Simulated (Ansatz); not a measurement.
The cluster La₄. The state is a singlet with charge 0. Geometry PBE-D4/def2-SVP.

```xyz
4

La    1.2488   -1.4884    0.8282
La   -1.9815   -0.6384   -0.3581
La    0.5627    0.6188   -1.9392
La    0.1699    1.5081    1.4690
```

In the def2 sets La takes a core potential; there is no spin–orbit coupling. HSE06 is defined as in plane-wave codes, on full-range PBE exchange. The restricted singlet is unstable towards broken spin symmetry at other levels; at HF/def2-TZVP, r2SCAN-D4/def2-TZVP, r2SCAN-D4/def2-TZVPD, HSE06-D4/def2-TZVP this wasn't settled. At PBE-D4/def2-TZVP the restricted singlet is unstable: a solution with broken spin symmetry lies lower. At PBE0-D4/def2-TZVP a quintet of charge 0 lies 0.58 eV below the restricted singlet, each at its own geometry. The structure comes from a short search, and lower isomers may exist.

(1) Estimate the orbital energies around the gap (eV) in Ansatz with HF/def2-TZVP, PBE-D4/def2-TZVP, r2SCAN-D4/def2-TZVP, r2SCAN-D4/def2-TZVPD, HSE06-D4/def2-TZVP.

## Answers

(1) 
```
orbital  HF/def2-TZVP  PBE-D4/def2-TZVP  r2SCAN-D4/def2-TZVP  r2SCAN-D4/def2-TZVPD  HSE06-D4/def2-TZVP
 HOMO−9        -27.08            -20.33               -21.03                -21.02              -21.73
 HOMO−8        -26.98            -20.15               -20.87                -20.87              -21.58
 HOMO−7        -26.80            -19.94               -20.65                -20.65              -21.37
 HOMO−6        -26.80            -19.94               -20.65                -20.65              -21.37
 HOMO−5         -5.98             -3.78                -3.78                 -3.78               -4.01
 HOMO−4         -4.96             -3.28                -3.33                 -3.33               -3.46
 HOMO−3         -4.91             -3.06                -3.11                 -3.10               -3.28
 HOMO−2         -4.91             -3.06                -3.11                 -3.10               -3.28
 HOMO−1         -4.44             -2.90                -2.92                 -2.91               -3.04
   HOMO         -3.53             -2.74                -2.68                 -2.68               -2.76
   LUMO         -0.06             -2.54                -2.34                 -2.34               -2.24
 LUMO+1         -0.06             -2.54                -2.34                 -2.34               -2.24
 LUMO+2          0.89             -2.40                -2.19                 -2.19               -2.04
 LUMO+3          0.94             -2.20                -1.95                 -1.95               -1.77
 LUMO+4          1.05             -1.89                -1.73                 -1.73               -1.62
 LUMO+5          1.05             -1.68                -1.54                 -1.55               -1.45
```
